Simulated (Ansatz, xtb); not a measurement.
# SiN2H4ClF (SMILES N[Si](N)(F)Cl): the HOMO–LUMO gap, rung by rung

The species is SiN2H4ClF (9 atoms), meant as a singlet with charge 0. As SMILES, `N[Si](N)(F)Cl`. The coordinates come from a PBE0-D4/def2-TZVP relaxation. This is one conformer, not always the lowest.

```xyz
9

N    -1.1034    0.5126   -0.8024
Si    0.4137   -0.0079   -0.2761
N     0.2782   -0.6779    1.2629
F     0.9217   -0.9823   -1.4292
Cl    1.8903    1.4111   -0.1270
H    -1.6558    1.1317   -0.2331
H    -1.2874    0.6345   -1.7845
H    -0.4239   -1.3677    1.4719
H     1.0550   -0.7004    1.9005
```

Each level gives the HOMO–LUMO gap (eV). The values are calculated.

```csv
level,kind,program,value (eV),CPU time
GFN1-xTB,semi-empirical,xtb,7.63,under 2 s
HF/6-31G* (spherical functions),Hartree–Fock,Ansatz,16.56,3.2 s
SVWN5/6-31G* (spherical functions),LDA,Ansatz,6.78,5.3 s
PBE/6-31G* (spherical functions),GGA,Ansatz,6.82,8.5 s
r2SCAN/6-31G* (spherical functions),meta-GGA,Ansatz,7.81,18 s
B3LYP/6-31G* (spherical functions),global hybrid,Ansatz,8.71,12 s
wB97M-V/6-31G* (spherical functions),range-separated hybrid,Ansatz,13.56,90 s
B2PLYP/6-31G* (spherical functions),double hybrid,Ansatz,11.95,14 s
```

The values span 6.78 to 16.56 eV. Orbital gaps aren't excitation energies, and those of double hybrids come from the SCF part alone; they tend to grow with the share of exact exchange. CPU times are rough (shared hosts, several kinds of processor and program).
